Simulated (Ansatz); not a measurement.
The C2–H3 bond of C3H9Al (SMILES [CH3][Al]([CH3])[CH3]) is stretched (multiplicity 1, the rest rigid).
Geometry at rest (charge 0, multiplicity 1):
```tsv
atom	x (Å)	y (Å)	z (Å)
Al	-0.0055	0.0032	0.0062
C	-1.3769	-1.3916	-0.1469
H	-1.2576	-1.9368	-1.0905
H	-2.3859	-0.9691	-0.1662
H	-1.3341	-2.1292	0.6576
C	-0.1504	1.6461	-1.0564
H	0.7909	1.8814	-1.5628
H	-0.3671	2.5023	-0.4073
H	-0.9382	1.6049	-1.8119
C	1.5299	-0.2559	1.2001
H	2.1111	0.6553	1.3582
H	2.2124	-1.0053	0.7825
H	1.2241	-0.6366	2.1792
```

Frozen-core correlation.

The values were computed with Ansatz (an electronic-structure program) with Gaussian orbitals. Each number belongs to the level named beside it.

Energies above the point at 1.096 Å (the B3LYP-D3(BJ) bond length), FIC-MRCISD+Q on CASSCF(2,2)/cc-pV(D+d)Z (kcal/mol): 7.36 at 0.987 Å; 2.65 at 1.206 Å; 105.57 at 3.508 Å.

### Question
Take the last value as the depth D of a Morse curve D(1 − e^(−a(R − R₀)))², fit a and R₀ to the two near points, and test it at 1.480 and 1.918 Å.

### Answer

With D = 105.6, both near points (counted from the curve's value at 1.096 Å) are met by a = 1.88 Å⁻¹ and R₀ = 1.112 Å, so k = 2Da² = 745 kcal/(mol Å²). The curve then gives 26.2 and 64.1 kcal/mol; the level itself gives 26.2 and 66.2, so Morse is off by 0.0 and -2.0.
